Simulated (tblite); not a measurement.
Compound: 2-fluoroanisole, C₇H₇FO.
Atom-mapped SMILES: `[CH3:1][O:2][c:3]1[cH:4][cH:5][cH:6][cH:7][c:8]1[F:9]` (hydrogens: H10, H11, H12 on C1; H13 on C4; H14 on C5; H15 on C6; H16 on C7)

Computed with GFN2-xTB (tblite), gas phase: Langevin dynamics at 400 K from the optimised GFN2-xTB geometry, time step 0.5 fs, friction 0.01 fs⁻¹, 2000 steps.

Start geometry:
```
atom  x, y, z in Å
C1      2.695    0.025    0.030
O2      1.608    0.859    0.349
C3      0.351    0.387    0.155
C4      0.021   -0.875   -0.326
C5     -1.306   -1.245   -0.485
C6     -2.328   -0.373   -0.165
C7     -2.022    0.890    0.319
C8     -0.703    1.254    0.470
F9     -0.412    2.487    0.938
H10     3.585    0.608    0.256
H11     2.694   -0.886    0.636
H12     2.697   -0.243   -1.032
H13     0.797   -1.578   -0.581
H14    -1.533   -2.230   -0.864
H15    -3.358   -0.667   -0.290
H16    -2.794    1.597    0.579
```

The statistics below take the 31 frames saved every 25 fs from 250 to 1000 fs; their kinetic temperature (all 3N coordinates) averages 433 K.

Question: Give the mean, spread and extremes of the bond lengths.

Answer: 
```json
{"bond": "C1–O2", "start (Å)": "1.406", "mean (Å)": "1.419", "standard deviation (Å)": "0.043", "shortest (Å)": "1.323", "longest (Å)": "1.498"}
{"bond": "O2–C3", "start (Å)": "1.357", "mean (Å)": "1.368", "standard deviation (Å)": "0.037", "shortest (Å)": "1.296", "longest (Å)": "1.457"}
{"bond": "C3–C4", "start (Å)": "1.390", "mean (Å)": "1.382", "standard deviation (Å)": "0.026", "shortest (Å)": "1.328", "longest (Å)": "1.441"}
{"bond": "C4–C5", "start (Å)": "1.386", "mean (Å)": "1.416", "standard deviation (Å)": "0.035", "shortest (Å)": "1.356", "longest (Å)": "1.474"}
{"bond": "C5–C6", "start (Å)": "1.381", "mean (Å)": "1.363", "standard deviation (Å)": "0.019", "shortest (Å)": "1.329", "longest (Å)": "1.405"}
{"bond": "C6–C7", "start (Å)": "1.386", "mean (Å)": "1.405", "standard deviation (Å)": "0.033", "shortest (Å)": "1.344", "longest (Å)": "1.467"}
{"bond": "C7–C8", "start (Å)": "1.377", "mean (Å)": "1.363", "standard deviation (Å)": "0.025", "shortest (Å)": "1.302", "longest (Å)": "1.429"}
{"bond": "C8–F9", "start (Å)": "1.350", "mean (Å)": "1.361", "standard deviation (Å)": "0.038", "shortest (Å)": "1.285", "longest (Å)": "1.443"}
{"bond": "C3–C8", "start (Å)": "1.401", "mean (Å)": "1.419", "standard deviation (Å)": "0.035", "shortest (Å)": "1.364", "longest (Å)": "1.485"}
{"bond": "C1–H10", "start (Å)": "1.088", "mean (Å)": "1.094", "standard deviation (Å)": "0.030", "shortest (Å)": "1.039", "longest (Å)": "1.155"}
{"bond": "C1–H11", "start (Å)": "1.095", "mean (Å)": "1.095", "standard deviation (Å)": "0.021", "shortest (Å)": "1.058", "longest (Å)": "1.152"}
{"bond": "C1–H12", "start (Å)": "1.095", "mean (Å)": "1.100", "standard deviation (Å)": "0.042", "shortest (Å)": "1.020", "longest (Å)": "1.177"}
{"bond": "C4–H13", "start (Å)": "1.078", "mean (Å)": "1.081", "standard deviation (Å)": "0.027", "shortest (Å)": "1.009", "longest (Å)": "1.140"}
{"bond": "C5–H14", "start (Å)": "1.080", "mean (Å)": "1.083", "standard deviation (Å)": "0.029", "shortest (Å)": "1.028", "longest (Å)": "1.152"}
{"bond": "C6–H15", "start (Å)": "1.079", "mean (Å)": "1.085", "standard deviation (Å)": "0.032", "shortest (Å)": "1.022", "longest (Å)": "1.154"}
{"bond": "C7–H16", "start (Å)": "1.078", "mean (Å)": "1.084", "standard deviation (Å)": "0.039", "shortest (Å)": "1.007", "longest (Å)": "1.153"}
```

Question: Give the same statistics for bond angles, one of each kind among heavy atoms.

Answer: 
```
   angle  start (°)  mean (°)  standard deviation (°)  smallest (°)  largest (°)
C1–O2–C3      118.5     118.5                     5.0         106.2        128.2
O2–C3–C4      125.8     125.5                     2.9         120.6        131.6
O2–C3–C8      116.8     116.6                     3.6         111.7        124.7
C4–C3–C8      117.5     117.3                     3.7         110.1        123.1
C3–C4–C5      120.6     120.1                     3.2         113.3        127.4
C4–C5–C6      120.9     120.4                     3.2         113.2        127.0
C5–C6–C7      119.5     119.7                     2.6         115.3        125.5
C6–C7–C8      119.4     119.2                     2.5         115.0        125.4
C7–C8–F9      119.1     119.2                     3.7         111.7        127.9
C3–C8–C7      122.2     121.8                     3.0         115.0        128.6
C3–C8–F9      118.8     118.4                     3.7         113.4        127.3
```

Question: How far does each atom move about its mean position (frames aligned on the start, all atoms weighted alike), and what rms force does it feel?

Answer: 
| atom | rms displacement (Å) | rms force (eV/Å) |
| --- | --- | --- |
| C1 | 0.18 | 2.21 |
| O2 | 0.32 | 1.93 |
| C3 | 0.22 | 2.22 |
| C4 | 0.26 | 2.28 |
| C5 | 0.17 | 2.36 |
| C6 | 0.13 | 2.12 |
| C7 | 0.12 | 2.55 |
| C8 | 0.14 | 2.27 |
| F9 | 0.27 | 1.32 |
| H10 | 0.78 | 1.08 |
| H11 | 0.91 | 0.83 |
| H12 | 0.97 | 1.28 |
| H13 | 0.42 | 1.05 |
| H14 | 0.26 | 1.07 |
| H15 | 0.26 | 1.13 |
| H16 | 0.26 | 1.33 |

The displacements run from 0.12 to 0.97 Å, the largest at H12.

Question: Follow the torsion C1–O2–C3–C4 through every second one of these frames.

Answer: 
```tsv
t (fs)	C1–O2–C3–C4 (°)
250	54
300	66
350	55
400	55
450	28
500	16
550	-12
600	-32
650	-6
700	-6
750	8
800	29
850	16
900	-3
950	-20
1000	-21
```

Largest departure from the start value over all these frames: C1–O2–C3–C4 68° (start 1°).

Question: How widely does the potential energy scatter, against a harmonic estimate?

Answer: Mean 0.79 eV above the start, standard deviation 0.135 eV, range 0.57 to 1.14 eV. For 42 classical harmonic modes at 400 K the canonical values are 42kT/2 = 0.72 eV and kT·√(42/2) = 0.158 eV.

The run is classical and short, so these are rough statistics of one trajectory.

What follows is the cost of the whole dynamics run. The run took 14 s wall on an Intel Xeon at 2.80 GHz with one thread, on a shared host, and the process peaked at 0.18 GiB of memory.
